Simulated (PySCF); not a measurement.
dichloro(disilanyl)silane (Cl2H6Si3), SMILES [SiH3][SiH2][SiH](Cl)Cl. Atoms are numbered in the order given.

```xyz
11

Si    -2.5102    -0.3825     0.2441
Si    -0.8837    -0.4049    -1.4537
Si     1.1394     0.1198    -0.4060
Cl     0.8921     1.9830     0.4896
Cl     1.4419    -1.3108     1.0763
H     -2.1441    -1.3953     1.2737
H     -3.8557    -0.7037    -0.3145
H     -2.5391     0.9721     0.8640
H     -1.1736     0.6158    -2.5041
H     -0.7746    -1.7512    -2.0900
H      2.3721     0.1784    -1.2317
```

Geometry: B3LYP-D3(BJ)/def2-SVP. Other conformers were not sampled.

The numbers are results of TDA-ωB97X/def2-SVPD in PySCF, not measurements.

Vertical excitations. 

```json
[
 {"state": "S1", "energy (eV)": "6.62", "λ (nm)": "187", "f": "0.052", "main pairs": "HOMO→LUMO 78 %"},
 {"state": "S2", "energy (eV)": "6.67", "λ (nm)": "186", "f": "0.012", "main pairs": "HOMO→LUMO+1 87 %"},
 {"state": "S3", "energy (eV)": "7.38", "λ (nm)": "168", "f": "0.197", "main pairs": "HOMO→LUMO+2 83 %"},
 {"state": "S4", "energy (eV)": "7.58", "λ (nm)": "164", "f": "0.015", "main pairs": "HOMO→LUMO+4 64 %, HOMO−1→LUMO+1 14 %"},
 {"state": "S5", "energy (eV)": "7.60", "λ (nm)": "163", "f": "0.078", "main pairs": "HOMO−1→LUMO 66 %, HOMO−1→LUMO+2 17 %"},
 {"state": "S6", "energy (eV)": "7.84", "λ (nm)": "158", "f": "0.002", "main pairs": "HOMO−1→LUMO+1 64 %, HOMO→LUMO+4 13 %"},
 {"state": "S7", "energy (eV)": "7.92", "λ (nm)": "156", "f": "0.425", "main pairs": "HOMO−1→LUMO+2 39 %, HOMO→LUMO+5 26 %, HOMO−1→LUMO 8 %, HOMO→LUMO 7 %"},
 {"state": "S8", "energy (eV)": "7.94", "λ (nm)": "156", "f": "0.011", "main pairs": "HOMO−2→LUMO 46 %, HOMO−3→LUMO+1 20 %"},
 {"state": "S9", "energy (eV)": "8.00", "λ (nm)": "155", "f": "0.009", "main pairs": "HOMO→LUMO+3 36 %, HOMO→LUMO+6 17 %, HOMO→LUMO+5 15 %, HOMO−1→LUMO+2 13 %"},
 {"state": "S10", "energy (eV)": "8.11", "λ (nm)": "153", "f": "0.096", "main pairs": "HOMO→LUMO+3 38 %, HOMO→LUMO+5 14 %, HOMO−2→LUMO+1 13 %, HOMO−3→LUMO 7 %"},
 {"state": "T1", "energy (eV)": "5.83", "λ (nm)": "212", "f": "0", "main pairs": "HOMO→LUMO 83 %"},
 {"state": "T2", "energy (eV)": "5.99", "λ (nm)": "207", "f": "0", "main pairs": "HOMO→LUMO+1 84 %"},
 {"state": "T3", "energy (eV)": "6.43", "λ (nm)": "193", "f": "0", "main pairs": "HOMO→LUMO+2 68 %, HOMO−1→LUMO 11 %"},
 {"state": "T4", "energy (eV)": "6.75", "λ (nm)": "184", "f": "0", "main pairs": "HOMO→LUMO+4 39 %, HOMO−1→LUMO+4 37 %, HOMO−1→LUMO+1 18 %"}
]
```
Triplets are in the Tamm–Dancoff approximation.
